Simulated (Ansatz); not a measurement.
Species: sum formula HSO, net charge 0, doublet state. It need not be the lowest isomer of its formula. 
Coordinates optimised at B3LYP-D3(BJ)/def2-TZVP (Ansatz, a program for electronic structure):
```
O
H 1 0.9684
S 1 1.6399 2 108.98
```
Charge 0, spin multiplicity 2.

Basis-set convergence of Hartree-Fock and CCSD(T) correlation energies (hartree) with Ansatz. Valence correlation only, unless marked. Open shells are spin-unrestricted. Spin-orbit coupling is left out. No relativistic terms.

```tsv
basis	functions	E(HF)	E(corr, CCSD(T))
def2-SVPD	58	-472.74955	-0.34770
def2-TZVPPD	108	-472.97863	-0.43109
def2-QZVPPD	178	-472.99283	-0.46127
```

Extrapolating the two largest sets (X = 3 and 4) as X^-3: E(corr) = (64·(-0.46127) - 27·(-0.43109))/37 = -0.4833 Eh, an estimate of the basis-set limit. The largest set recovers 95.4 % of it, the smallest 71.9 %.
